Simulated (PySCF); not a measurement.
# Computed records: CH$_{5}$Al$_{2}$, AlFH$_{3}$OSi

Calculation on a computer-drawn molecule: optimised geometry and harmonic frequencies of an isolated molecule of the commonest isotopes, restricted reference for singlets and unrestricted otherwise, frozen core in MP2. Program: PySCF 2.14.0.

Common to all runs: charge 0; multiplicity 2; basis cc-pV(D+d)Z.

(1) CH$_{5}$Al$_{2}$

Start structure:
```xyz
8
CH5Al2
C     -0.8621    -1.8229    -1.6794
Al     0.0353    -1.0389    -0.2333
Al     0.1123     0.6940     1.6689
H     -1.1838    -2.9744    -1.5657
H     -0.5735    -1.6254    -2.6436
H      1.5353    -1.1393     0.5049
H     -0.8150     1.6887     2.3399
H      1.5288     0.3951     2.2526
```

Settings of this run: method HF.

Results for CH$_{5}$Al$_{2}$: rotational constants 18.41, 2.634, 2.384 GHz; total energy -524.5552 hartree; spin squared 0.7587; convergence status largest gradient component 1.5e-05 hartree/bohr.

Drawn bonds:
```csv
atom,other atom,order
1,2,1
2,3,1
1,4,1
1,5,1
2,6,1
3,7,1
3,8,1
```

Optimised structure:
```xyz
8
CH5Al2
C     -0.5510    -1.7270    -1.5370
Al     0.2109    -1.5226     0.2371
Al     0.2847     0.7910     1.4769
H     -0.5926    -2.6763    -2.0726
H     -0.9886    -0.9178    -2.1230
H      0.7925    -2.8469     0.9008
H     -0.8913     1.2841     2.4281
H      1.5126     1.7925     1.3340
```

Modes:
```csv
frequency (cm⁻¹),reduced mass (dalton)
61.76,1.089
130.1,3.322
197.4,1.064
336.7,1.055
340.7,7.901
483.3,1.236
514.7,1.085
606.1,1.181
652.2,1.322
701.2,4.895
775.2,1.241
860.5,1.092
1488,1.122
1931,1.036
1939,1.057
1951,1.032
3228,1.056
3308,1.109
```

(2) AlFH$_{3}$OSi

Start structure:
```xyz
7
AlFH3OSi
F      1.0899     3.7196    -0.7332
Si     1.7665     2.2777    -0.4383
O      1.1367     1.6948     0.9316
Al     0.3571     1.3082     2.3863
H      1.4236     1.4068    -1.5876
H      1.2231     1.2772     3.6965
H     -1.1782     0.9800     2.3425
```

It was run with method MP2.

The calculation gives: rotational constants 12.86, 2.193, 1.918 GHz; total energy -707.5385 hartree; spin squared 0.7541; convergence status largest gradient component 1.183e-06 hartree/bohr.

Drawn bonds:
```csv
atom,other atom,order
1,2,1
2,3,1
3,4,1
2,5,1
4,6,1
4,7,1
```

Optimised structure:
```xyz
7
AlFH3OSi
F      1.8135     3.6617    -0.2666
Si     1.7462     2.0360    -0.4653
O      0.8029     1.3759     0.7099
Al     0.2655     1.2989     2.3450
H      1.1204     1.7972    -1.7931
H      1.0093     2.1585     3.4300
H     -0.9391     0.3362     2.6380
```

Modes:
```csv
frequency (cm⁻¹),reduced mass (dalton)
37.79,1.751
57.84,3.695
102.1,2.306
323.1,9.021
548.4,3.083
578.6,1.538
645.6,1.173
775.8,1.289
797.4,1.218
817.5,1.257
870.5,3.875
1051,15.34
2002,1.028
2013,1.058
2224,1.043
```
